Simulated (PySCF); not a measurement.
C3H6AuN, charge -1, doublet, at a GFN2-xTB geometry (such geometries of metal compounds can be far from the true shape) (the multiplicity is a formal guess) (core potentials on Au) (in this run its highest filled SCF level lies above zero, so its values depend strongly on the basis, on diffuse functions most of all); DF-PBE0/def2-SVP (PySCF).

PySCF was given this input:
```python
from pyscf import gto, scf, dft

mol = gto.Mole()
mol.atom = '''
    Au    0.34171143    0.05507365   -0.33703847
    C     1.69981826    0.54047931   -1.83234399
    H     2.59589301   -0.09487127   -1.83550291
    H     2.08123020    1.56807971   -1.76832366
    H     1.28739199    0.45357164   -2.84633168
    C    -2.61680380   -0.72151647    2.75728783
    N    -1.91917145    0.00814549    1.70604424
    C    -0.92838272   -0.42548863    1.07705401
    H    -2.58700067   -0.13211063    3.68165130
    H    -2.19777157   -1.72115018    2.96929065
    H    -3.66853661   -0.84220084    2.47095867
'''
mol.basis = 'def2-svp'
mol.ecp = {'Au': 'def2-svp'}
mol.charge = -1
mol.spin = 1
mol.verbose = 4
mol.build()

mf = dft.UKS(mol)
mf.xc = 'pbe0'
mf = mf.density_fit(auxbasis='def2-universal-jkfit')
mf.kernel()
```

Output, abridged:

```
PySCF version 2.14.0

[INPUT] verbose = 4
[INPUT] num. atoms = 11
[INPUT] num. electrons = 51
[INPUT] charge = -1
[INPUT] spin (= nelec alpha-beta = 2S) = 1
[INPUT] symmetry False subgroup None
[INPUT] Mole.unit = angstrom
[INPUT] Symbol           X                Y                Z      unit          X                Y                Z       unit  Magmom
[INPUT]  1 Au     0.341711430000   0.055073650000  -0.337038470000 AA    0.645741016333   0.104074115180  -0.636910401742 Bohr   0.0
[INPUT]  2 C      1.699818260000   0.540479310000  -1.832343990000 AA    3.212190972935   1.021357871894  -3.462628307093 Bohr   0.0
[INPUT]  3 H      2.595893010000  -0.094871270000  -1.835502910000 AA    4.905526837573  -0.179280717390  -3.468597800742 Bohr   0.0
[INPUT]  4 H      2.081230200000   1.568079710000  -1.768323660000 AA    3.932955080174   2.963241193387  -3.341647416989 Bohr   0.0
[INPUT]  5 H      1.287391990000   0.453571640000  -2.846331680000 AA    2.432818276059   0.857126177470  -5.378787334873 Bohr   0.0
[INPUT]  6 C     -2.616803800000  -0.721516470000   2.757287830000 AA   -4.945042503721  -1.363468522663   5.210518845296 Bohr   0.0
[INPUT]  7 N     -1.919171450000   0.008145490000   1.706044240000 AA   -3.626708426584   0.015392745250   3.223956369992 Bohr   0.0
[INPUT]  8 C     -0.928382720000  -0.425488630000   1.077054010000 AA   -1.754389079579  -0.804056979816   2.035337100265 Bohr   0.0
[INPUT]  9 H     -2.587000670000  -0.132110630000   3.681651300000 AA   -4.888722750366  -0.249652908844   6.957312643149 Bohr   0.0
[INPUT] 10 H     -2.197771570000  -1.721150180000   2.969290650000 AA   -4.153186351655  -3.252502459446   5.611146112732 Bohr   0.0
[INPUT] 11 H     -3.668536610000  -0.842200840000   2.470958670000 AA   -6.932529470840  -1.591528929479   4.669435151420 Bohr   0.0

nuclear repulsion = 202.268442456288
number of shells = 54
number of NR pGTOs = 195
number of NR cGTOs = 118
basis = def2-svp
ecp = {'Au': 'def2-svp'}

******** <class 'pyscf.df.df_jk.DFUKS'> ********
method = DFUKS
initial guess = minao
damping factor = 0
level_shift factor = 0
DIIS = <class 'pyscf.scf.diis.CDIIS'>
diis_start_cycle = 1
diis_space = 8
diis_damp = 0
SCF conv_tol = 1e-09
SCF conv_tol_grad = None
SCF max_cycles = 50
direct_scf = False
number electrons alpha = 26  beta = 25
XC library pyscf.dft.libxc version 7.1.2
    S. Lehtola, C. Steigemann, M. J. T. Oliveira, and M. A. L. Marques,  SoftwareX 7, 1–5 (2018)
XC functionals = pbe0
    C. Adamo and V. Barone,  J. Chem. Phys. 110, 6158 (1999)
    M. Ernzerhof and G. E. Scuseria,  J. Chem. Phys. 110, 5029 (1999)
radial grids:
    Treutler-Ahlrichs [JCP 102, 346 (1995); DOI:10.1063/1.469408] (M4) radial grids

becke partition: Becke, JCP 88, 2547 (1988); DOI:10.1063/1.454033
pruning grids: <function nwchem_prune>
grids dens level: 3
symmetrized grids: False
atomic radii adjust function: <function treutler_atomic_radii_adjust>
small_rho_cutoff = 0
Set gradient conv threshold to 3.16228e-05
tot grids = 139416
******** <class 'pyscf.df.df.DF'> ********
auxbasis = def2-universal-jkfit
init E= -296.367198968871

cycle= 1 E= -306.495799492933  delta_E= -10.1  |g|= 1.59  |ddm|= 7.81
cycle= 2 E= -274.857795927655  delta_E= 31.6  |g|= 4.98  |ddm|= 24.8
cycle= 3 E= -307.535182578628  delta_E= -32.7  |g|= 0.797  |ddm|= 24.4
cycle= 4 E= -307.847090601737  delta_E= -0.312  |g|= 0.61  |ddm|= 2.21
cycle= 5 E= -308.021514785044  delta_E= -0.174  |g|= 0.241  |ddm|= 1.16
cycle= 6 E= -308.045216588301  delta_E= -0.0237  |g|= 0.111  |ddm|= 0.383
cycle= 7 E= -308.051132480234  delta_E= -0.00592  |g|= 0.036  |ddm|= 0.186
cycle= 8 E= -308.051785028408  delta_E= -0.000653  |g|= 0.0137  |ddm|= 0.0533
cycle= 9 E= -308.051952244589  delta_E= -0.000167  |g|= 0.00363  |ddm|= 0.0367
cycle= 10 E= -308.051973989184  delta_E= -2.17e-05  |g|= 0.00264  |ddm|= 0.0132
cycle= 11 E= -308.051982567164  delta_E= -8.58e-06  |g|= 0.000855  |ddm|= 0.00706
cycle= 12 E= -308.051984168072  delta_E= -1.6e-06  |g|= 0.000554  |ddm|= 0.00288
cycle= 13 E= -308.051984728453  delta_E= -5.6e-07  |g|= 0.000212  |ddm|= 0.00156
cycle= 14 E= -308.05198485815  delta_E= -1.3e-07  |g|= 0.000114  |ddm|= 0.000883
cycle= 15 E= -308.051984869288  delta_E= -1.11e-08  |g|= 7.32e-05  |ddm|= 0.000256
cycle= 16 E= -308.051984872715  delta_E= -3.43e-09  |g|= 3.65e-05  |ddm|= 0.000131
cycle= 17 E= -308.051984873498  delta_E= -7.83e-10  |g|= 1.93e-05  |ddm|= 7.25e-05
Extra cycle  E= -308.051984873189  delta_E= 3.09e-10  |g|= 3.43e-05  |ddm|= 5.45e-05
converged SCF energy = -308.051984873189  <S^2> = 0.75490775  2S+1 = 2.0049017
```
